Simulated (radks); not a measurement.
Numerical settings for the vanadium ion V+, [Ar] 3d4. Calculated with a radial shooting solver on a logarithmic mesh with Libxc functionals: non-relativistic Kohn-Sham, TPSS, spin-unpolarised, spherical densities, point nucleus; meta-GGA in the generalised Kohn-Sham scheme. The defaults (mesh step 0.008 in ln r, mesh end at 40 bohr or more with all orbitals vanishing there, Anderson mixing 0.5 over 9 steps, residual threshold near 1e-9 with the energy settled to 1e-9 hartree or 1e-11 of itself, here a cap of 81 iterations) give E = -943.581 hartree and 3d at -8.784 eV in 13 iterations. Run on one thread of a shared host, so times are rough (Intel(R) Xeon(R) Platinum 8488C): 0.09 s of CPU time, 0.09 s wall, 13 iterations on 2476 mesh points. Changes against that run (0 stands for a change within the tolerance of the run):

mesh step in ln r 0.05: iterations 13; converged yes; E (mhartree) +0.00178; e(3d) (meV) -0.0102; CPU (s) 0.02
mesh step in ln r 0.12: iterations 4; converged no; E (mhartree) diverged; CPU (s) 0.01
mesh step in ln r 0.03: iterations 13; converged yes; E (mhartree) +0.00103; e(3d) (meV) -0.00772; CPU (s) 0.03
mesh end (bohr) 12: iterations 13; converged yes; E (mhartree) +0.00166; e(3d) (meV) +0.321; CPU (s) 0.09
mesh end (bohr) 2: iterations 9; converged level above zero; E (mhartree) +3.52e+03; e(3d) (meV) +3.53e+04; CPU (s) 0.05
residual threshold 0.01: iterations 10; converged yes; E (mhartree) 0; e(3d) (meV) +0.607; CPU (s) 0.08
residual threshold 1e-16: iterations 81; converged no; E (mhartree) 0; e(3d) (meV) -0.00639; CPU (s) 0.35
mixing 1: iterations 11; converged yes; E (mhartree) 0; e(3d) (meV) 0; CPU (s) 0.08
linear mixing, mixing 0.05: iterations 81; converged no; E (mhartree) +0.0136; e(3d) (meV) -102; CPU (s) 0.44
linear mixing, mixing 1: iterations 81; converged no; E (mhartree) +6.85e+03; e(3d) (meV) -1.04e+05; CPU (s) 0.89
mixing history 20: iterations 23; converged yes; E (mhartree) 0; e(3d) (meV) +0.0112; CPU (s) 0.15
iteration cap 8: iterations 8; converged no; E (mhartree) 0; e(3d) (meV) -3.55; CPU (s) 0.05

Settled on a wrong energy, with an occupied level pushed above zero by the early mesh end: mesh end (bohr) 2 (+3.52 hartree). Apart from these: no run marked as converged misses the energy by more than 1 mhartree. A mesh that ends early acts as a hard wall.
